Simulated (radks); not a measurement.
Ho XII, configuration [Kr] 4d10 4f7 5s1 5p2 (not the ground configuration). All-electron calculation, scalar-relativistic Kohn-Sham, PBEsol, spin-polarised, spherical densities, finite nucleus; open shells are filled with parallel spins first (spin-orbit coupling, left out, can overturn this in heavy ions); Fermi nuclear charge, rms radius 5.2022 fm. Program: a radial shooting solver on a logarithmic mesh with Libxc functionals. Some entries of the table are withheld. Estimate them.

orbital  occ.  eigenvalue (eV)  r(max) (bohr)
1s up       1        -55681.11        0.01312
1s down     1        -55680.69        0.01312
2s up       1        -9493.902        0.07464
2s down     1        -9493.543        0.07465
2p up       3        -8437.477        0.06061
2p down     3        -8437.077        0.06062
3s up       1        -2290.759         0.2114
3s down     1        -2286.546         0.2113
3p up       3        -1967.817         0.2078
3p down     3        -1963.593         0.2077
3d up       5        -1557.037         0.1697
3d down     5        -1553.728         0.1695
4s up       1        -624.2060         0.4822
4s down     1        -615.7022         0.4823
4p up       3        -516.7186         0.5030
4p down     3        -508.2807         0.5031
4d up       5        -371.2384         0.5178
4d down     5        -362.6968         0.5178
5s up       1        -230.7233          1.045
5s down     0        -221.2283          1.047
4f up       7        -209.4768            (1)
4f down     0        -200.4070            (2)
5p up       2              (3)            (4)
5p down     0              (5)            (6)

Answer. 
(1) 4f up r(max) (bohr): 0.4958
(2) 4f down r(max) (bohr): 0.4965
(3) 5p up eigenvalue (eV): -197.2519
(4) 5p up r(max) (bohr): 1.134
(5) 5p down eigenvalue (eV): -188.1814
(6) 5p down r(max) (bohr): 1.140
